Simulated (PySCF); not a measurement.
C3H6GeO, SMILES C#CC[O][GeH3]. Heavy atoms are numbered as in [CH:1]#[C:2][CH2:3][O:4][GeH3:5]. Hydrogens are named by the atom that carries them.

Geometry optimised at TPSSh-D3(BJ)/def2-SVP. This is a generated structure with no PubChem entry under its InChIKey; it may be hypothetical. Other conformers were not sampled.

Calculation: PBE/pcSseg-1 (PySCF).

GIAO shieldings, no solvent; atoms alike by connectivity are averaged. δ = σ(ref) − σ: ¹³C against TMS (σ = 182.0 ppm); ¹⁷O against H2O (σ = 334.3 ppm); ⁷³Ge against GeH4 (σ = 1614.4 ppm); ¹H against TMS (σ = 31.49 ppm), references at their B3LYP-D3(BJ)/def2-TZVP geometries, non-relativistic.

```
nucleus       atoms  count  δ (ppm)
-------  ----------  -----  -------
¹³C              C2      1     86.5
¹³C         C1 (CH)      1     79.2
¹³C        C3 (CH2)      1     64.1
¹⁷O              O4      1     26.9
⁷³Ge     Ge5 (GeH3)      1    277.8
¹H         H on Ge5      3     5.38
¹H          H on C3      2     4.79
¹H          H on C1      1     2.41
```
